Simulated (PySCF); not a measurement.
C9H13N. Atoms are numbered in the order given.

```xyz
23

C      1.4155    -2.0454     0.0000
C      0.0066    -1.4523     0.0000
C     -0.7310    -1.9407    -1.2552
C     -0.7310    -1.9407     1.2552
C      0.0285     0.0747     0.0000
C      1.2052     0.8281     0.0000
C      1.1334     2.2223     0.0000
N     -0.0045     2.9067     0.0000
C     -1.1307     2.1960     0.0000
C     -1.1678     0.8053     0.0000
H      1.9858    -1.7443    -0.8920
H      1.9858    -1.7443     0.8920
H      1.3557    -3.1442     0.0000
H     -1.7681    -1.5759    -1.2878
H     -0.7619    -3.0415    -1.2749
H     -0.2240    -1.5957    -2.1692
H     -0.7619    -3.0415     1.2749
H     -1.7681    -1.5759     1.2878
H     -0.2240    -1.5957     2.1692
H      2.1850     0.3498     0.0000
H      2.0582     2.8118     0.0000
H     -2.0675     2.7659     0.0000
H     -2.1360     0.2994     0.0000
```
Charge 0, spin multiplicity 1.

Geometry: PBE0-D3(BJ)/def2-SVP.

All values below come from B3LYP/def2-SVP in PySCF.

Symmetry labels are those of the subgroup Cs that the program uses (full group Cs).

Q: List the valence orbital energies around the gap with their symmetry. (An estimate is asked for; the answer gives what the named calculation found.)

A: 
```
orbital  symmetry  energy (eV)
-------  --------  -----------
HOMO−7         A"       -10.16
HOMO−6         A'       -10.08
HOMO−5         A"        -9.42
HOMO−4         A'        -9.41
HOMO−3         A'        -9.02
HOMO−2         A"        -7.58
HOMO−1         A"        -7.19
HOMO           A'        -6.82
LUMO           A"        -0.67
LUMO+1         A"        -0.42
LUMO+2         A'         1.21
LUMO+3         A'         2.12
```
